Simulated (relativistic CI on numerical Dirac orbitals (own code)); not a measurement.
## Re³⁺: L2,3 absorption edge

Computed with this model: Dirac-Coulomb-Breit CI, KLI orbitals optimised for each configuration, a model potential for QED, valence Slater integrals scaled by 0.8, multiplet model of core-to-valence dipole absorption; configurations [Xe] 4f14 5d4 → [He] 2s2 2p5 3s2 3p6 3d10 4s2 4p6 4d10 4f14 5s2 5p6 5d5; 300 K; Lorentzian 5 eV and Gaussian 1 eV FWHM. Energies are those of the free ion, without screening or charge transfer. The branching ratio is the share of the lower-energy edge in the whole absorption, uncertain by about 0.02 where the edges overlap. S is read from ⟨S²⟩ = S(S + 1).

Field parameters in Wybourne normalisation: Td as Oh with Dq negative (B⁴₀ = 21Dq, B⁴₄ = √(5/14) B⁴₀). The field is a parameter set, without covalency.

free ion: ground-state S = 1.79, centroid 10652.98 eV, branching ratio 0.918. Peaks (eV, height): 10535.5 (100), 11961.5 (9).

Td, 10Dq = -18800 cm⁻¹: ground-state S = 0.48, centroid 10754.06 eV, branching ratio 0.847. Peaks (eV, height): 10536.0 (100), 11960.0 (18).

The statistical ratio of this edge is 2/3 = 0.667. Values above it arise where the holes sit mainly in the j = l + 1/2 valence subshell or the ground state has high spin; values below it where core-valence Coulomb terms move weight to the upper edge, as in nearly empty shells. At deep edges of heavy elements the radial integrals of the two core levels differ, which raises the baseline.

Strongest unbroadened transitions for free ion:

```csv
Energy (eV),Relative strength
10534.23,42.7
10535.98,100.0
10536.46,0.8
10536.55,2.4
10536.79,0.2
10537.38,2.6
10537.48,1.7
10537.80,1.0
10537.89,1.3
10538.15,0.5
10538.55,2.5
10538.86,0.3
10539.12,0.1
11961.09,9.6
11961.43,1.4
11962.26,0.2
11962.62,1.7
11963.56,0.9
```
